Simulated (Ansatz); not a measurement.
The cluster HfS₂⁺. The state is a quartet with charge 1. Geometry PBE-D4/def2-TZVP; atoms count from 1.

Cartesian coordinates in Å:
```
Hf -0.3217 1.1962 -0.0044
S 1.2727 -0.3020 -0.7838
S -0.9510 -0.8942 0.7882
```

In the def2 sets Hf takes a core potential; there is no spin–orbit coupling. At PBE0-D4/def2-TZVP a doublet of charge 1 lies 1.71 eV below the quartet, each at its own geometry. The structure comes from a short search, and lower isomers may exist.

(1) Estimate the Mulliken populations from the PBE0/def2-TZVP orbitals of Ansatz.

(2) Where does the spin sit?

(3) And the Mayer bond orders between bonded heavy atoms (over 0.3)?

Answers

(1) 
```csv
atom,charge (e),spin (α − β),d electrons
Hf1,1.04,0.96,2.00
S2,-0.02,1.02,–
S3,-0.02,1.02,–
```
Mulliken values and Mayer orders depend strongly on the basis.

(2) Summed by element: Hf 0.96, S 2.04, of 3 unpaired in all. Largest on single atoms: S2 1.02, S3 1.02, Hf1 0.96.

(3) Hf1–S2 1.52 (2.32 Å); Hf1–S3 1.52 (2.32 Å). Values over 0.3 also appear between atoms too far apart for a bond (S2–S3 0.64 at 2.79 Å); they arise where an orbital or an unpaired electron spreads over both atoms.
